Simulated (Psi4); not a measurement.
ketene (C₂H₂O), singlet, geometry from GFN2-xTB; BLYP/aug-cc-pVDZ (Psi4).

Here is a job for Psi4.
```
memory 2 GB

molecule {
0 1
  C    -0.01148162    0.02136311   -1.19190098
  C     0.00092956   -0.00172957    0.09649676
  H     0.00249612    0.94826436   -1.73006124
  H    -0.03614064   -0.88566416   -1.76255958
  O     0.01211961   -0.02255018    1.25813077
}

set basis aug-cc-pvdz
set scf_type pk
set puream true
set d_convergence 1e-8
set dft_radial_points 99
set dft_spherical_points 590

energy('blyp')
print_variables()
```

It wrote (shortened):

```
   => Loading Basis Set <=

    Name: AUG-CC-PVDZ
    Role: ORBITAL
    Keyword: BASIS

         ---------------------------------------------------------
                                   SCF
               by Justin Turney, Rob Parrish, Andy Simmonett
                          and Daniel G. A. Smith
                              RKS Reference
         ---------------------------------------------------------

  ==> Geometry <==

    Molecular point group: c1
    Full point group: C1

    Geometry (in Angstrom), charge = 0, multiplicity = 1:

       Center              X                  Y                   Z               Mass
    ------------   -----------------  -----------------  -----------------  -----------------
         C           -0.012274744729     0.022838826302    -1.274234862963    12.000000000000
         C            0.000136435271    -0.000253853698     0.014162877037    12.000000000000
         H            0.001702995271     0.949740076302    -1.812395122963     1.007825032230
         H           -0.036933764729    -0.884188443698    -1.844893462963     1.007825032230
         O            0.011326485271    -0.021074463698     1.175796887037    15.994914619570

  Running in c1 symmetry.

  Rotational constants: A =      9.93911  B =      0.34859  C =      0.33678 [cm^-1]
  Rotational constants: A = 297967.04277  B =  10450.42276  C =  10096.32045 [MHz]
  Nuclear repulsion =   59.001721319662821

  Charge       = 0
  Multiplicity = 1
  Electrons    = 22
  Nalpha       = 11
  Nbeta        = 11

  ==> Algorithm <==

  SCF Algorithm Type is PK.
  DIIS enabled.
  MOM disabled.
  Fractional occupation disabled.
  Guess Type is SAD.
  Energy threshold   = 1.00e-06
  Density threshold  = 1.00e-08
  Integral threshold = 1.00e-12

  ==> Primary Basis <==

  Basis Set: AUG-CC-PVDZ
    Blend: AUG-CC-PVDZ
    Number of shells: 37
    Number of basis functions: 87
    Number of Cartesian functions: 93
    Spherical Harmonics?: true
    Max angular momentum: 2

  ==> DFT Potential <==

   => LibXC <=

    Version 7.1.2
    S. Lehtola, C. Steigemann, M. J. T. Oliveira, and M. A. L. Marques,  SoftwareX 7, 1–5 (2018) (10.1016/j.softx.2017.11.002)

   => Composite Functional: BLYP <=

    BLYP GGA Exchange-Correlation Functional

    P.J. Stephens et. al., J. Phys. Chem., 98, 11623-11627, 1994
    B. Miehlich et. al., Chem. Phys. Lett., 157(3), 200-206 1989

    Deriv               =              1
    GGA                 =           TRUE
[...]
   @RKS iter   6:  -152.58379516419004   -1.06329e-03   1.15949e-04 ADIIS/DIIS
   @RKS iter   7:  -152.58385376847409   -5.86043e-05   1.12208e-05 DIIS
   @RKS iter   8:  -152.58385410649603   -3.38022e-07   3.45054e-06 DIIS
   @RKS iter   9:  -152.58385415418388   -4.76878e-08   1.88642e-07 DIIS
   @RKS iter  10:  -152.58385415437311   -1.89232e-10   3.03626e-08 DIIS
   @RKS iter  11:  -152.58385415437732   -4.20641e-12   3.54454e-09 DIIS
  Energy and wave function converged.

  ==> Post-Iterations <==

   Electrons on quadrature grid:
      Ntotal   =   22.0000004195 ; deviation = 4.195e-07

    Orbital Energies [Eh]
    ---------------------

    Doubly Occupied:

[...]
    Virtual:

[...]
      87A      3.687348

    Final Occupation by Irrep:
              A
    DOCC [    11 ]
    NA   [    11 ]
    NB   [    11 ]

  @RKS Final Energy:  -152.58385415437732

   => Energetics <=

    Nuclear Repulsion Energy =             59.0017213196628205
    One-Electron Energy =                -322.8777749445087579
    Two-Electron Energy =                 131.3818638182615643
    DFT Exchange-Correlation Energy =     -20.0896643477929260
    Empirical Dispersion Energy =           0.0000000000000000
    VV10 Nonlocal Energy =                  0.0000000000000000
    Total Energy =                       -152.5838541543773204

Computation Completed

Properties will be evaluated at   0.000000,   0.000000,   0.000000 [a0]

Properties computed using the SCF density matrix

 Multipole Moments:

 ------------------------------------------------------------------------------------
     Multipole            Electronic (a.u.)      Nuclear  (a.u.)        Total (a.u.)
 ------------------------------------------------------------------------------------

 L = 1.  Multiply by 2.5417464519 to convert [e a0] to [Debye]
 Dipole X            :          0.0272450           -0.0329733           -0.0057284
 Dipole Y            :         -0.0506929            0.0613514            0.0106584
 Dipole Z            :          2.8282854           -3.4229467           -0.5946613
 Magnitude           :                                                    0.5947844

 ------------------------------------------------------------------------------------

  Variable Map:
  ----------------------------------------------------------------------------
[...]
  Array Variable Map:
  ----------------------------------------------------------------------------
[...]
[...]
```
